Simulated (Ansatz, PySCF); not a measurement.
Process, species as SMILES: Br[Si]Br -> [Si]Br + Br atom (the Br-Si bond at the site shown breaks; other sites are not compared here)
Each molecule is optimised on its own at B3LYP-D3(BJ)/def2-TZVP (Ansatz, an electronic-structure program). Unstable Hartree-Fock reference: Br[Si]Br.
Geometry of the first species:
SMILES: Br[Si]Br
```xyz
3

Si     0.0168     0.0210     1.1850
Br     0.9530    -1.4915    -0.2242
Br    -0.9597     1.4831    -0.2498
```

Quantity: bond dissociation energy (0 K, with B3LYP-D3(BJ) harmonic zero-point energies from PySCF), in kcal/mol. Valence correlation only, unless marked. Open shells are spin-unrestricted. Spin-orbit coupling is left out. Frozen are the shells of the preceding noble gas and the d and f shells that filled before the atom's block. No relativistic terms. CBS(X,Y): correlation extrapolated as X^-3; Hartree-Fock from the larger set.

```csv
level,program,bond dissociation energy (kcal/mol)
HF/6-31G*,Ansatz,56.8
HF/def2-SVP,Ansatz,57.8
BLYP-D3(BJ)/def2-TZVPD,Ansatz + dftd3,88.3
BLYP/def2-TZVPD,Ansatz,84.8
r2SCAN/def2-TZVPD,Ansatz,90.0
PBE0/def2-TZVPD,Ansatz,88.1
BHLYP-D4/def2-TZVPD,Ansatz + dftd4,83.8
```

What does CCSD(T)/CBS(def2-TZVPP,def2-QZVPP) (Ansatz) give?

89.6 kcal/mol
